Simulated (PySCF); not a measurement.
A geometry optimisation, step by step.

Compound: CH₈GaN.
Atom-mapped SMILES: `[CH3:1][GaH2-:2][NH3+:3]` (hydrogens: H4, H5, H6 on C1; H7, H8 on Ga2; H9, H10, H11 on N3)

Method: PBE0-D3(BJ)/def2-SVP geometry optimisation, gas phase in PySCF; density fitting, grid level 1; the optimiser is geomeTRIC in internal coordinates, started from a GFN2-xTB structure with every atom displaced at random (about 0.01 Å). The frame can shift and turn from step to step; on so coarse a grid that alone can change the energy by a few meV, and forces under 0.02 eV/Å are noise.

Step 0: E = -55017.2023 eV, largest atomic force 1.553 eV/Å
```
atom  x, y, z in Å  |  force x, y, z in eV/Å
C1      1.627    0.553   -0.020   -0.636   0.717  -0.341
Ga2     0.255   -0.913   -0.082    0.321   0.434   0.076
N3     -1.642    0.157    0.066    0.738   0.079   1.364
H4      2.669    0.217   -0.098    0.029  -0.203   0.030
H5      1.466    1.277   -0.863    0.107  -0.430   0.358
H6      1.539    1.156    0.905    0.079  -0.194  -0.061
H7      0.032   -1.820    1.158   -0.023  -0.218   0.530
H8     -0.066   -1.622   -1.420   -0.056  -0.171  -0.609
H9     -1.760    0.813   -0.680   -0.245   0.485  -0.713
H10    -1.696    0.681    0.956   -0.001  -0.321  -0.513
H11    -2.388   -0.524    0.062   -0.312  -0.176  -0.120
```

Step 1: E = -55017.2746 eV, largest atomic force 0.282 eV/Å
```
atom  x, y, z in Å  |  force x, y, z in eV/Å
C1      1.495    0.644   -0.015    0.247  -0.126   0.007
Ga2     0.316   -0.956   -0.091   -0.144  -0.055  -0.014
N3     -1.566    0.104    0.073   -0.088  -0.061  -0.261
H4      2.555    0.342   -0.093   -0.095   0.052   0.007
H5      1.306    1.355   -0.834   -0.035  -0.003  -0.081
H6      1.391    1.190    0.935   -0.013  -0.003   0.069
H7      0.165   -1.880    1.208    0.046   0.118  -0.121
H8      0.047   -1.670   -1.501    0.051   0.113   0.156
H9     -1.688    0.762   -0.701    0.028  -0.126   0.131
H10    -1.644    0.629    0.941    0.025   0.041   0.104
H11    -2.340   -0.560    0.041   -0.021   0.049   0.003
```

Step 2: E = -55017.2830 eV, largest atomic force 0.067 eV/Å
```
atom  x, y, z in Å  |  force x, y, z in eV/Å
C1      1.511    0.641   -0.013    0.056   0.000  -0.013
Ga2     0.310   -0.943   -0.094   -0.047   0.026   0.030
N3     -1.584    0.095    0.070   -0.024  -0.057  -0.026
H4      2.566    0.332   -0.092   -0.009  -0.006  -0.002
H5      1.325    1.351   -0.836   -0.005  -0.007   0.002
H6      1.410    1.184    0.941   -0.007  -0.006  -0.006
H7      0.178   -1.851    1.203    0.003   0.010  -0.002
H8      0.048   -1.651   -1.493    0.016   0.034   0.008
H9     -1.710    0.750   -0.702    0.005   0.000   0.006
H10    -1.659    0.621    0.940    0.020  -0.011  -0.003
H11    -2.357   -0.569    0.040   -0.009   0.016   0.007
```

Step 3: E = -55017.2843 eV, largest atomic force 0.037 eV/Å
```
atom  x, y, z in Å  |  force x, y, z in eV/Å
C1      1.519    0.641   -0.013   -0.004   0.009  -0.004
Ga2     0.307   -0.934   -0.091   -0.011   0.024   0.025
N3     -1.593    0.089    0.068   -0.001  -0.031   0.004
H4      2.572    0.323   -0.093    0.003  -0.016  -0.001
H5      1.337    1.349   -0.838    0.001  -0.002   0.006
H6      1.422    1.187    0.940    0.003   0.005  -0.007
H7      0.175   -1.841    1.205   -0.001  -0.005   0.015
H8      0.051   -1.635   -1.490    0.005   0.000  -0.029
H9     -1.720    0.745   -0.701   -0.002   0.015  -0.010
H10    -1.667    0.613    0.940    0.008  -0.003  -0.002
H11    -2.365   -0.576    0.039   -0.001   0.002   0.004
```

Step 4: E = -55017.2847 eV, largest atomic force 0.021 eV/Å
```
atom  x, y, z in Å  |  force x, y, z in eV/Å
C1      1.523    0.641   -0.013   -0.019   0.009   0.003
Ga2     0.305   -0.929   -0.088   -0.001   0.002   0.008
N3     -1.597    0.086    0.068    0.005  -0.003   0.005
H4      2.573    0.316   -0.093    0.002  -0.011  -0.001
H5      1.344    1.348   -0.840    0.004   0.000   0.002
H6      1.429    1.190    0.938    0.007   0.005  -0.004
H7      0.172   -1.836    1.208   -0.001  -0.004   0.006
H8      0.055   -1.626   -1.492    0.004  -0.003  -0.014
H9     -1.726    0.743   -0.701   -0.004   0.007  -0.004
H10    -1.671    0.608    0.940    0.001  -0.001  -0.002
H11    -2.369   -0.580    0.038    0.001  -0.002   0.001
```

Problem. Summarise the path.

Solution. The energy falls by 0.0824 eV from step 0 to step 4; nine tenths of that is first reached at step 2. It falls at every step. The largest force goes from 1.553 to 0.021 eV/Å. Among the bonds Ga2–H8 changes most, from 1.548 to 1.587 Å; the atoms move by 0.068 Å rms after alignment.

Problem. Follow the three bonds and two angles with the largest change from start to end.

Solution. 
```
step  E above end (eV)  largest force (eV/Å)  Ga2–H8 (Å)  Ga2–H7 (Å)  Ga2–N3 (Å)  Ga2–C1–H4 (°)  H7–Ga2–H8 (°)
   0            0.0824                 1.553       1.548       1.552       2.183          115.0          113.2
   1            0.0101                 0.282       1.603       1.601       2.167          110.2          116.2
   2            0.0017                 0.067       1.589       1.589       2.167          110.6          116.8
   3            0.0004                 0.037       1.586       1.587       2.164          110.6          117.1
   4            0.0000                 0.021       1.587       1.588       2.162          110.3          117.3
```

What follows is the cost of the whole optimisation. Hardware: Arm Neoverse V2, one thread, shared host. Cost: 15 s wall, 0.41 GiB resident at most.
